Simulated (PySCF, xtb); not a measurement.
C3H6GeO, SMILES [CH2]1C(=O)[CH2][GeH2]1.

Harmonic wavenumbers (cm⁻¹) from GFN2-xTB in xtb at its own minimum, in rising order: 72, 354, 396, 420, 451, 469, 559, 600, 650, 702, 765, 808, 863, 911, 1060, 1084, 1111, 1125, 1395, 1398, 1808, 1929, 2016, 2962, 2966, 3005, 3006.

Task: What does PBE-D3(BJ)/def2-SVP in PySCF give at its own minimum? (An estimate is asked for; the answer gives what the named calculation found.)

Result: 95, 345, 420, 424, 447, 483, 539, 611, 664, 682, 783, 823, 840, 881, 1003, 1039, 1075, 1101, 1321, 1339, 1799, 2089, 2111, 3000, 3005, 3101, 3103. Paired by order, the mean absolute difference is 39 cm⁻¹ and the zero-point energies are 47.0 and 47.4 kcal/mol.
